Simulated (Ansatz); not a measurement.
B2F3 (SMILES F[B]B(F)F), doublet, at a GFN2-xTB geometry. Base run: CCSD(T)/STO-3G run with Ansatz (an electronic-structure program).

Input for Ansatz:
Ansatz 0.2 input:
```yaml
crystal:
  periodic: [false, false, false]
  atoms:
    - {symbol: F, position_ang: [2.28800819, -0.25131237, -0.03783998]}
    - {symbol: B, position_ang: [1.01482057, -0.12552342, 0.08614484]}
    - {symbol: B, position_ang: [-0.53657336, 0.05826643, 0.01378160]}
    - {symbol: F, position_ang: [-1.15328058, 1.24668203, 0.14170634]}
    - {symbol: F, position_ang: [-1.40042050, -0.95800468, -0.15938105]}
basis:
  gaussian:
    orbitals: STO-3G
magnetization: {spin_polarized: true, initial_magnetization: 1}
correlation: {method: ccsd_t}
```

Q: The base was run again with changes. Order these runs by total energy, lowest first: method = ccsd | electrons = all | method = rpa.

A: electrons = all (ΔE vs base (kcal/mol) -0.69), method = rpa (ΔE vs base (kcal/mol) 6.72), method = ccsd (ΔE vs base (kcal/mol) 7.39)
